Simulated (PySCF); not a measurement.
F2Y, neutral, multiplicity 2. Atoms are numbered in the order given.

```xyz
3

Y      0.0000     0.0000     0.3318
F      0.0000    -1.6606    -0.7190
F      0.0000     1.6606    -0.7190
```
Charge 0, spin multiplicity 2.

The structure is a stationary point at PBE0-D3(BJ)/def2-TZVP. The spin state was assumed, not searched. The isomer is the one that the SMILES or the coordinates give; other isomers of the formula were not compared. The def2 effective core potentials stand for the cores of Y; spin–orbit coupling is left out.

The numbers are results of PBE0-D3(BJ)/def2-TZVP (PySCF), not measurements.

Frequencies are harmonic and unscaled.

```json
[
 {"mode": "1", "ν (cm⁻¹)": "129", "IR (km/mol)": "13.2", "moving atoms (share of kinetic energy)": "F 82 %, Y 18 %"},
 {"mode": "2", "ν (cm⁻¹)": "602", "IR (km/mol)": "141.6", "moving atoms (share of kinetic energy)": "F 77 %, Y 23 %"},
 {"mode": "3", "ν (cm⁻¹)": "608", "IR (km/mol)": "73.6", "moving atoms (share of kinetic energy)": "F 88 %, Y 12 %"}
]
```
